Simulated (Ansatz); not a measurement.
Geometry optimisation, RKS PBE-D4/def2-SVP (Ansatz 0.2.0).

Input:

```yaml
crystal:
  periodic: [false, false, false]
  atoms:
    - { symbol: B, position_ang: [0.0, 0.0, 0.0] }
    - { symbol: H, position_ang: [0.0, 0.0, 1.54] }
    - { symbol: F, position_ang: [1.1431, 0.0, -0.66] }
    - { symbol: F, position_ang: [-1.1431, 0.0, -0.66] }
    - { symbol: F, position_ang: [0.0677, -1.5359, 0.5108] }
    - { symbol: H, position_ang: [0.0382, -0.8667, 1.4996] }
basis:
  gaussian: { orbitals: def2-SVP }
hamiltonian:
  xc: pbe
  dispersion: d4
relax:
  f_tol: 0.15
  max_steps: 25
  restrain:
    - { distance: [0, 4], at: 2.52, k: 30.0 }
    - { distance: [5, 1], at: 1.86, k: 30.0 }
    - { distance: [0, 1], at: 1.19, k: 30.0 }
    - { distance: [5, 4], at: 0.92, k: 30.0 }
output:
  orbitals: {}
```

Command:

```bash
$ ansatz run input.yaml --threads 1 --pin off --max-ram 2048MiB --backend cpu --events-out ev --progress --plain --runs-dir out
```

Task: Where does it end, and by what steps?

Result: The run converged. The restraints hold the end off the free minimum. After 7 steps the energy has fallen by 1.727 eV (the restraints' own energy left out); F5 moved furthest, 0.68 Å. Parted: B1–F5 (1.62 → 2.52 Å). Joined: B1–H2 (1.54 → 1.20 Å), F5–H6 (1.19 → 0.93 Å).

| step | energy less start (eV) | largest force component (eV/Å) | accepted |
| --- | --- | --- | --- |
| 0 | 0.0000 | 4.084 | yes |
| 1 | -0.7340 | 2.360 | yes |
| 2 | -1.2640 | 2.453 | yes |
| 3 | -1.4847 | 1.981 | yes |
| 4 | -1.7158 | 0.395 | yes |
| 5 | -1.5089 | 2.264 | no |
| 6 | -1.7247 | 0.403 | yes |
| 7 | -1.7266 | 0.354 | yes |

```xyz
6
Properties=species:S:1:pos:R:3
B -0.003 0.248 -0.013
H 0.001 0.410 1.180
F 1.134 0.253 -0.688
F -1.145 0.201 -0.677
F 0.067 -2.097 0.895
H 0.052 -1.418 1.533
```

Run time: 9.3 s on 1 thread of Arm Neoverse V2, with other jobs on the host, peak memory 0.11 GiB.
